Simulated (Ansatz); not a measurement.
Ideal-gas functions of `ClC1=CB1` at 600 K and 1 bar, from an Ansatz frequency run at PBE0-D4/def2-TZVP.

Molar mass 72.3 g/mol, point group Cs (symmetry number 1), electronic degeneracy 1, moments of inertia 18.087, 127.222, 145.309 u Å². Harmonic wavenumbers (cm⁻¹, unscaled): 339, 364, 564, 791, 828, 925, 937, 1160, 1267, 1629, 2766, 3246.

Use S(trans) = R[1.5 ln M + 2.5 ln T − 1.1517]; rotational temperatures θ = 24.2544 K / I; S(rot) = R[ln(√π/σ · √(T³/θAθBθC)) + 1.5]; for each mode x = 1.438777 ν̃/T, S = R[x/(eˣ − 1) − ln(1 − e⁻ˣ)] and H = RT x/(eˣ − 1); 1 cm⁻¹ = 0.0119627 kJ/mol; R = 8.31446 J/(mol·K).

Task: By hand: the entropy, in J/(mol·K).

Result: Translation 176.8. Rotation: θ = 1.341, 0.1906, 0.1669 K, giving 110.1. Vibration, mode by mode: 10.26, 9.70, 6.41, 4.14, 3.86, 3.21, 3.14, 2.06, 1.68, 0.84, 0.08, 0.03, in all 45.4. Electronic 0.0. Sum 332.3 J/(mol·K).

Task: By hand: H − E and G − E in kJ/mol, counted from the electronic energy.

Result: Zero-point energy ½ × 14816 × 0.0119627 = 88.6; thermal vibration 16.8; translation, rotation and pV give 4 RT = 20.0. H − E = 125.4 kJ/mol, and G − E = 125.4 − 600 × 332.3/1000 = -74.0 kJ/mol.

Vibration gives 14 % of the entropy.
